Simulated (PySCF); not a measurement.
# Hartree-Fock beside MP2: AlF2H2 anion

All numbers below are calculated, not measured. They come from PySCF 2.14.0, an open-source quantum chemistry program, on an isolated molecule that a program drew, which may never have been made. The molecule is AlF2H2 anion (charge -1, singlet), drawn as the SMILES string `[F][AlH2-][F]`.

The geometry was optimised and harmonic frequencies were computed with HF and MP2, all in the aug-cc-pV(D+d)Z basis, for the commonest isotopes, with a restricted reference for singlets and an unrestricted one otherwise, and a frozen core in MP2. Each result is a local minimum of its method.

Geometry at the HF minimum:
```xyz
5
AlF2H2 anion, angstrom
F     0.2795   -0.8887   -0.5347
Al    0.7171   -0.7625    1.1044
F     1.2175    0.8390    1.3855
H    -0.5850   -1.0832    2.0290
H     1.9626   -1.7692    1.4016
```

Lengths of the bonds as drawn, in Å (atoms numbered as above):
| bond | HF | MP2 |
|---|---|---|
| F1-Al2 | 1.701 | 1.736 |
| Al2-F3 | 1.701 | 1.736 |
| Al2-H4 | 1.629 | 1.625 |
| Al2-H5 | 1.629 | 1.625 |

Rotational constants, in GHz:
```
constant,HF,MP2
A,21.13,20.72
B,6.699,6.411
C,5.497,5.276
```

Harmonic frequencies in cm^-1, each column in rising order, so a row needn't be the same motion in every method:
| rank | HF | MP2 |
|---|---|---|
| 1 | 267 | 247 |
| 2 | 604 | 574 |
| 3 | 608 | 581 |
| 4 | 687 | 637 |
| 5 | 722 | 676 |
| 6 | 828 | 792 |
| 7 | 846 | 812 |
| 8 | 1716 | ? |
| 9 | 1795 | 1786 |

**Estimate the missing MP2 frequency from the HF column.**

A single factor s that minimises the squared misfit of MP2 against s times HF over the other rows is sum(HF x MP2) / sum(HF^2) = 0.9716, with an rms misfit of 22 cm^-1. For rank 8 it gives 0.9716 x 1716 = 1667 cm^-1. The calculation gives 1725 cm^-1, 58 cm^-1 above the estimate. The drawn bonds are on average 0.9 % longer in MP2 than in HF.
